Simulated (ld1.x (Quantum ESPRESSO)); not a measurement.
# Transferability test, TM potential for caesium

Cs (Z = 55), norm-conserving Troullier–Martins (Kleinman–Bylander form), made with ld1.x (Quantum ESPRESSO) 7.5 (LDA (PZ), fully relativistic). Core [Xe], reference 5d1 6s0 6p0. Waves: 6s (bound, empty): rc 3.80 bohr; 6p (bound, empty): rc 3.75 bohr; 5d (bound): rc 3.95 bohr. Local part: the d channel. Core correction: none.

Open shells are filled in proportion to 2j + 1 (rel_dist='average').

Energies are relative to the spin-unpolarised reference configuration 5d1 6s0 6p0; without spin polarisation the order of configurations can differ from experiment. The d channel is local and has no spin–orbit splitting in the pseudo-atom.

**Question.** Give the all-electron excitation energy and the error of the potential for: 5d0 6s1 6p0; 5d0 6s0.5 6p0; 5d0 6s0 6p1; 5d0.5 6s0.5 6p0.

**Answer.**

| valence configuration | charge | ΔE all-electron (eV) | error AE − PS (meV) |
| --- | --- | --- | --- |
| 5d0 6s1 6p0 | 0 | -1.721 | +47 |
| 5d0 6s0.5 6p0 | +0.5 | -0.166 | +63 |
| 5d0 6s0 6p1 | 0 | -0.248 | +456 |
| 5d0.5 6s0.5 6p0 | 0 | -0.854 | +11 |

Note: ghost state, extra bound levels that the all-electron valence spectrum of the same l lacks: s at -9.1 eV. A true bound ghost makes a file unfit for plane-wave use.
